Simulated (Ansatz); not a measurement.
Reaction (formal hydrolysis of the Si–O bond): `[SiH3]O[SiH2][GeH3]` + H₂O → `O[SiH2][GeH3]` + `O[SiH3]`

Isolated molecules relaxed with PBE0-D4/def2-TZVP in Ansatz; ΔE leaves out vibrations. CCSD(T)/CBS adds triple-zeta CCSD(T) − MP2 to the extrapolated MP2 energy (def2 sets, frozen cores). This one scheme is used for every species. Functionals use def2-TZVPP. B3LYP here is the variant with VWN-RPA as its local correlation; programs differ in this. For Ge outer-core shells are correlated without core-valence functions, which leaves a few kJ/mol of doubt a bond. Scalar relativity is left out up to krypton. Each species was taken in one conformer, which may not be the lowest.

Is it downhill or uphill in electronic energy at CCSD(T)/CBS, and by how much? (An estimate is asked.)

Ansatz gave: Uphill: ΔE = +5.4 kcal/mol.

What do these levels give: LDA (SPW92), revPBE-D4, BLYP-D4, BHLYP-D4, CAM-B3LYP-D4, ωB97X-V, ωB97M-V, PBE, B3LYP, CCSD/def2-TZVPP, HF/def2-QZVPP, CCSD/CBS(def2)? (Estimate.)

Computed: LDA (SPW92) 2.9, revPBE-D4 4.3, BLYP-D4 4.8, BHLYP-D4 5.9, CAM-B3LYP-D4 4.8, ωB97X-V 4.2, ωB97M-V 4.2, PBE 2.8, B3LYP 3.6, CCSD/def2-TZVPP 5.0, HF/def2-QZVPP 5.4, CCSD/CBS(def2) 5.5 kcal/mol.

Largest T1 diagnostic among the species: 0.012.

The D4 term adds +1.6 kcal/mol with B3LYP and +1.0 kcal/mol with PBE0; it sums over pairs of atoms, weighted by their polarisabilities, and B3LYP, whose exchange is more repulsive, gets the larger term. From BLYP to BHLYP (50 % exact exchange), in def2-TZVPP and without D4, ΔE moves by +1.3 kcal/mol.
